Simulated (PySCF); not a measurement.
Computed IR spectrum (relative IR intensity) of a molecule C₃H₃F₃. The structure is a stationary point at PBE0-D3(BJ)/def2-SVP. The values are those of a single conformer. All values below come from PBE0-D3(BJ)/def2-SVP (PySCF 2.14.0). Harmonic, unscaled wavenumbers; measured fundamentals usually lie a few per cent lower.

Lines under 2 % of the strongest are left out, and lines within 2 cm⁻¹ are merged.

```tsv
ν (cm⁻¹)	relative intensity
254	2.2
443	9.3
573	3.3
711	3.2
805	12
1024	9.9
1143	100
1162	63
1169	52
1262	19
1354	3.7
1389	13
1467	27
1790	55
3119	10
```

Question: Pick the molecule that these values belong to.
(A) C=C(F)C(F)F
(B) F/C=C\C(F)F
(C) CC(F)=C(F)F
(D) F[C@H]1CC1(F)F

Answer: B, F/C=C\C(F)F
